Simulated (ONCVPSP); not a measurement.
## barium (Ba): excitation energies, all-electron against ONCV

* Element: barium
* Generator: ONCVPSP 4.0.1
* Type: optimised norm-conserving Vanderbilt (ONCV)
* Functional: PBE
* Relativity: fully relativistic
* Frozen core: [Kr] 4d10
* Valence charge: 10
* Reference configuration: 5s2 5p6 6s1 (charge +1)
* Partial waves: 5s+6s: rc 2.35 bohr, ncon 5, nbas 8, qcut 4.2 1/bohr, 2 projectors; 5p: rc 2.60 bohr, ncon 4, nbas 7, qcut 6.6 1/bohr, 3 projectors, debl 1.7 Ha; d scattering state at 0.12 Ha: rc 2.40 bohr, ncon 4, nbas 7, qcut 4.4 1/bohr, 2 projectors, debl 3.4 Ha
* Local potential: polynomial inside 1.55 bohr (lpopt 2, dvloc0 0 Ha)
* Core correction: polynomial model core, fcfact 0.45

Open shells are filled in proportion to 2j + 1.

In the d channel the program set the typed energies aside and used 0.050, 3.450 Ha (j = l + 1/2; the other j can differ).

Energies are relative to the spin-unpolarised reference configuration 5s2 5p6 6s1; without spin polarisation the order of configurations can differ from experiment.

Question: Give the all-electron excitation energy and the error of the potential for: 5s2 5p6 6s2; 5s2 5p6 6s0; 5s2 5p6 6s1.5; 5s2 5p5 6s2.

Answer:

```tsv
valence configuration	charge	ΔE all-electron (eV)	error AE − PS (meV)
5s2 5p6 6s2	0	-5.361	-0.2
5s2 5p6 6s0	+2	9.978	-0.5
5s2 5p6 6s1.5	+0.5	-3.225	-0.1
5s2 5p5 6s2	+1	17.975	-7.6
```

Note: no bound ghost flagged; GHOST(+) flagged for s at 109.7 eV.
